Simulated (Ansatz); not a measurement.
A run for Ansatz (a quantum-chemistry and plane-wave program): R-CCSD(T)/cc-pVQZ on H2 (SMILES [H][H]).

Ansatz 0.2 input:
```yaml
crystal:
  periodic: [false, false, false]
  atoms:
    - {symbol: H, position_ang: [0.00000000, 0.00000000, 0.37198582]}
    - {symbol: H, position_ang: [-0.00000000, -0.00000000, -0.37198582]}
basis:
  gaussian:
    orbitals: cc-pVQZ
magnetization: {spin_polarized: false}
correlation: {method: ccsd_t, electrons: outside_noble_gas}
scf: {lower_state_search: off}
```

Program output:

```
WARN ansatz: RAYON_NUM_THREADS=1 ignored (pool sized by the plan → 1); use --threads N
Functional definition: HF
these checks for a lower state are left out or cut short: stability, starts, cluster_reference, orbital_swaps, neighbouring_geometries, increment
integrals: 0.02 GiB planned
328 factors; integrals over basis functions are off by at most 1.3e-3 eV
mean field: 0.05 GiB planned
mean field evaluation 1: about -30.7566 eV, gradient 3.7e0 eV
mean field evaluation 2: about -30.7562 eV, gradient 3.7e0 eV
mean field evaluation 4: about -30.8420 eV, gradient 6.7e-2 eV
mean field evaluation 8: about -30.8420 eV, gradient 4.0e-7 eV
mean field -30.84196773 eV, -1.1334214087 hartree, gradient 3.9e-7 eV, S^2 0.000000; 0 other end points of the search recorded, 0 dependent functions left out
reference -30.84196773 eV, -1.1334214087 hartree; 1, 1 occupied and 59, 59 virtual orbitals, 328 factors
second order -0.90135793 eV of doubles, -0.00000000 eV of singles
coupled cluster: 0.08 GiB planned
cycle   1  -1.03173470 eV  change   -1.3e-1 eV  update   2.5e-2
cycle   2  -1.09828632 eV  change   -6.7e-2 eV  update   9.1e-3
cycle   3  -1.09838255 eV  change   -9.6e-5 eV  update   1.1e-3
cycle   4  -1.09864076 eV  change   -2.6e-4 eV  update   2.0e-4
cycle   5  -1.09858609 eV  change    5.5e-5 eV  update   2.8e-5
cycle   6  -1.09858306 eV  change    3.0e-6 eV  update   4.5e-6
cycle   7  -1.09858352 eV  change   -4.6e-7 eV  update   5.3e-7
perturbative correction 0.00000000 eV, 0.0000000000 hartree
Total energy: -31.94055125 eV, -1.1737936084 hartree
Checks for a lower state left out: stability, starts, cluster_reference, orbital_swaps, neighbouring_geometries, increment
```

The calculation finished and met its thresholds.

Cost: very roughly 0.4 core-seconds.
